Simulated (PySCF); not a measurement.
## Dipole response of He⁺ (helium, charge +1)

1s1, 2S determinant. All numbers are calculated (PySCF 2.14, no relativity, point nucleus, in aug-cc-pVQZ with one added diffuse shell each of s, p, d, f type (6s5p4d3f, 62 functions)). Coupled (time-dependent) response in atomic units; α is the mean over directions.

```
method  mean α (bohr³)  C₆ (like pair)   S(−4)
   UHF          0.2808          0.1015  0.1031
```

S(−4) is the Cauchy moment in α(ω) = α(0) + S(−4) ω² + …

α(iu) at UHF:

```
u (hartree)  α(iu) (bohr³)
          0         0.2808
     0.0500         0.2805
      0.100         0.2798
      0.200         0.2767
      0.300         0.2718
      0.500         0.2574
      0.750         0.2334
       1.00         0.2070
       1.50         0.1577
       2.00         0.1193
       3.00        0.07158
       5.00        0.03224
```

A single London oscillator, α(iu) = α/(1 + u²/ω²), gives C₆ = (3/4) ω α². Matching the computed C₆ needs ω = 4 × 0.1015 / (3 × 0.2808²) = 1.72 hartree.

For a non-relativistic one-electron ion the exact value is 9/(2Z⁴) = 0.2812 bohr³; Hartree-Fock is exact here up to the basis.

For an ion, C₆ is the dispersion term alone; charge-induced terms of lower order in 1/R come first.
